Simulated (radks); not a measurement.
Question: Neutral nitrogen, [He] 2s2 2p3. Method: non-relativistic Kohn-Sham, PBE, spin-polarised, spherical densities, point nucleus; computed with a radial shooting solver on a logarithmic mesh with Libxc functionals. Every spin shell is full or empty, so the densities are truly spherical. Functionals are evaluated on that one density, not self-consistently. Rank these orbital-free kinetic functionals by their error against the exact value of the orbitals, and give that value: Thomas-Fermi, TF + vW, TF + vW/9, TF + vW/5, APBEK, revAPBEK, Perdew 92, Thakkar, Pearson, PG1, DePristo-Kress, Ernzerhof.

Answer: Exact: 54.3823 hartree. From best to worst, with 100 (|E| - |E exact|)/|E exact| (equal figures are ties): Perdew 92 -0.16, TF + vW/9 -0.18, APBEK +0.19, Thakkar +0.20, DePristo-Kress -0.74, revAPBEK +0.83, Ernzerhof +1.26, Pearson -3.19, TF + vW/5 +7.02, Thomas-Fermi -9.18, PG1 +37.99, TF + vW +71.81.
